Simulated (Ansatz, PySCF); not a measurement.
In(F)2(NCO) (CF2InNO), SMILES O=C=[N][In]([F])[F]. Atoms are numbered in the order given.

```xyz
6

In     0.0067    -0.5364     0.0000
F     -1.8953    -0.9341     0.0000
F      1.2450    -2.0260     0.0000
N      0.7184     1.3485     0.0000
C      0.2430     2.4699     0.0000
O     -0.1200     3.5831     0.0000
```

The structure is a stationary point at r2SCAN-D4/def2-SVP. The structure was generated by enumeration; whether it is a known compound was not checked. The def2 effective core potentials stand for the cores of In; spin–orbit coupling is left out. One conformer was computed; it need not be the lowest.

Vertical ionisation energy (IE) and electron affinity (EA) in eV. Rows of orbital energies are one-electron estimates. Where ΔSCF, EOM or ADC give a negative EA the extra electron is unbound and the value depends on the basis.

```json
[
 {"level": "−ε(HOMO), −ε(LUMO), B3LYP/def2-TZVP (PySCF)", "IE": "8.99", "EA": "3.65"},
 {"level": "−ε(HOMO), −ε(LUMO), PBE/def2-TZVP (PySCF)", "IE": "7.81", "EA": "4.19"},
 {"level": "ΔSCF, PBE0/def2-SVPD (Ansatz), final states of multiplicity 2 and 2", "IE": "11.67", "EA": "1.52"},
 {"level": "ΔSCF, PBE/def2-SVPD (Ansatz), final states of multiplicity 2 and 2", "IE": "11.33", "EA": "1.59"}
]
```

What vertical singlet–triplet gap does ΔSCF give with PBE0/def2-SVPD (Ansatz, an electronic-structure program) and with PBE/def2-SVPD (Ansatz)? (The exact figures need the calculation; the answer reports its results.)

4.81 and 4.23 eV (triplet above singlet where positive).
